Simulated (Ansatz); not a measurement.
Diatomic LiO, multiplicity 2 (the spin of the measured ground state).

Seven points along R, fitted to fifth degree in 1/R; most abundant isotopes. Runs in def2 and cc sets follow the lowest solution found near the PBE0 minimum.

Correlated levels freeze the inner cores; with def2 sets outer-core shells near the valence are correlated too.

Run with Ansatz (Gaussian orbitals). Each number belongs to the level named beside it.

### Question
What bond length and harmonic frequency does B3LYP/def2-TZVPP give, and what D_e (from each atom's lowest state at the same level)?

### Answer
r_e = 1.685 Å, ω_e = 823 cm⁻¹, D_e = 3.66 eV.

### Question
What bond length and harmonic frequency does wB97M-V/def2-TZVPP give, and what D_e (from each atom's lowest state at the same level)?

### Answer
r_e = 1.689 Å, ω_e = 821 cm⁻¹, D_e = 3.72 eV.

### Question
What bond length and harmonic frequency does CCSD(T)/def2-QZVPP give, and what D_e (from each atom's lowest state at the same level)?

### Answer
r_e = 1.698 Å, ω_e = 806 cm⁻¹, D_e = 3.56 eV.

Measured for the ground state: r_e 1.688 Å [NIST CCCBDB]. ω_e 814.62 cm-1, ω_e x_e 7.78 cm-1, B_e 1.2128 cm-1, α_e 0.017899 cm-1 [Irikura, J. Phys. Chem. Ref. Data 36, 389 (2007)]. D_0 3.49 ± 0.065 eV (a handbook's tabulated 298 K bond energy less 3RT/2; such tables hold older values) [Luo, bond dissociation energies, CRC Handbook]. dipole 6.84 D [compilation of Liu, Meijer and Pérez-Ríos].

Ansatz is a program for electronic structure.
